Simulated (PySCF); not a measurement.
These compounds are isomers of formula C₆H₁₀Si.

A. SMILES CC#CC1C[SiH2]C1
B. SMILES C1=C[C@H]2C[C@H](C2)[SiH2]1
C. `CC#C[SiH2]CC=C`

Spectrum 1. $^{1}$H NMR (400 MHz, computed): δ 6.45 (m, 1H), 5.30 (m, 1H), 5.20 (m, 1H), 4.39 (t, 2H), 2.11 (s, 3H), 1.80 (m, 2H). $^{13}$C{$^{1}$H} NMR (computed): δ 144.6 (CH), 119.3 (CH2), 114.7 (C), 81.8 (C), 25.4 (CH2), 6.1 (CH3).

Spectrum 2. $^{1}$H NMR (400 MHz, computed): δ 4.69 (m, 1H), 4.62 (m, 1H), 3.15 (m, 1H), 2.02 (s, 3H), 1.85 (m, 2H), 1.71 (m, 2H). $^{13}$C{$^{1}$H} NMR (computed): δ 93.3 (C), 85.0 (C), 25.2 (CH), 20.4 (CH2), 5.1 (CH3).

Spectrum 3. $^{1}$H NMR (400 MHz, computed): δ 7.87 (m, 1H), 5.87 (m, 1H), 4.59 (m, 2H), 2.64 (m, 2H), 2.53 (m, 1H), 1.85 (m, 1H), 1.79 (m, 2H). $^{13}$C{$^{1}$H} NMR (computed): δ 172.0 (CH), 122.3 (CH), 37.0 (CH), 37.0 (CH2), 17.3 (CH).

Non-relativistic, one averaged value for each set of equivalent atoms, isolated molecule, one conformer. Coordinates at the GFN2-xTB level; PBE0/pcSseg-1 with gauge-including orbitals; PySCF 2.14.

δ = σ(ref) − σ, references computed at the same level: $^{1}$H, $^{13}$C vs TMS. Where no couplings were computed, multiplicities follow the n + 1 count of equivalent neighbours, and m marks all less simple cases (inequivalent or close neighbours, rings, F or P nearby). Shifts are as computed. Against solution values, carbons near 30 ppm lie about +3 ppm off and those near 130 ppm about +5 ppm. Of 1211 compounds with measured shifts, 218 miss one by over three times the rms of a fit or turn the order of signals round; such compounds aren't used in these exercises.

Match each spectrum to its structure.

## Answers

1–C, 2–A, 3–B.

- Spectrum 1 (C): 6 $^{13}$C signals; δC 144.6 is an alkene CH; δC 119.3 is a terminal =CH2 carbon.
- Spectrum 2 (A): 5 $^{13}$C signals; δC 93.3 is an alkyne carbon; δC 85.0 is an alkyne carbon.
- Spectrum 3 (B): 5 $^{13}$C signals; δC 122.3 is an alkene CH; δC 37.0 is an allylic sp3 CH.
